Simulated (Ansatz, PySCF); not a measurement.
Species: C₄H₂ISe, charge 0, multiplicity 2. SMILES: Ic1[c]c[se]c1
Coordinates optimised at B3LYP-D3(BJ)/def2-TZVP (Ansatz, a quantum-chemistry and plane-wave program):
```xyz
8

I      1.8499    -0.9249     0.4583
C     -0.0436    -0.1381     0.0306
C     -1.2180    -0.9152     0.0926
C     -2.4005    -0.3732    -0.1876
Se    -2.1025     1.4565    -0.6258
C     -0.2738     1.1507    -0.3302
H     -3.3928    -0.7899    -0.1973
H      0.4454     1.9440    -0.4503
```
Charge 0, spin multiplicity 2.

Quantity: size of the dipole moment, in D. Set-up: spin-orbit terms left out; def2 sets with scalar-relativistic core potentials past Kr; open shells spin-unrestricted; six Cartesian d functions in 6-31G* and its kin unless marked 5d; STO-3G and 3-21G all-electron and non-relativistic; no dispersion term unless named; LANL2DZ with its own core potentials from Na on. First-principles rows: single points at B3LYP-D3(BJ) geometries (Ansatz).

```
level                             program  size of the dipole moment (D)
--------------------------------  -------  -----------------------------
PBE/3-21G                          Ansatz                           1.69
PBE/LANL2DZ                        Ansatz                           1.60
PBE/def2-SVP                       Ansatz                           1.49
BLYP/6-31G* with LANL2DZ past Ar   Ansatz                           1.42
BP86/def2-SVP                       PySCF                           1.50
B3LYP/STO-3G                       Ansatz                           1.45
B3LYP/LANL2DZ                      Ansatz                           1.52
B3LYP/def2-SVP                     Ansatz                           1.47
PBE0/6-31G* with LANL2DZ past Ar   Ansatz                           1.40
```

No value to compare with is used here. The 9 habitual levels span 1.40 (PBE0/6-31G* with LANL2DZ past Ar) to 1.69 D (PBE/3-21G).

The levels are drawn from those run, B3LYP/6-31G* more often than the rest, none by its result; left out are runs that failed, that the program found above a lower state of the same kind, or whose <S^2> lies over 0.5 above the pure value.
